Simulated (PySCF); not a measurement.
dimethyl(silyl)silane (C2H10Si2), SMILES [SiH3][SiH](C)C.

Geometry: r2SCAN-D4/def2-SVP.

Two levels are set side by side: PBE/def2-TZVP (PySCF) and PBE0/def2-TZVP (PySCF). Same geometry, gas phase. Differences are taken from unrounded values.

```tsv
quantity	PBE
orbital gap (eV)	6.20
highest occupied level (eV)	-6.63
lowest empty level (eV)	-0.43
dipole moment (D)	1.19
mean polarisability (bohr³)	86.1
```

Q: These are the PBE values. What does PBE0 give? (Estimate from the structure and the level; the computed values follow.)

A: 
| quantity | PBE0 | PBE minus PBE0 |
|---|---|---|
| orbital gap (eV) | 8.12 | -1.92 |
| highest occupied level (eV) | -7.74 | 1.12 |
| lowest empty level (eV) | 0.38 | -0.81 |
| dipole moment (D) | 1.16 | 0.04 |
| mean polarisability (bohr³) | 83.3 | 2.8 |

PBE's occupied levels lie high since its potential decays too fast outside the molecule; exact exchange lowers them and widens the gap. Loosely held outer electrons make PBE densities more polarisable. Differences between two approximate levels are no errors against the true value.

Rough cost on one machine, each run with all the roots and properties that it gave: PBE0 against PBE within a factor of 2.
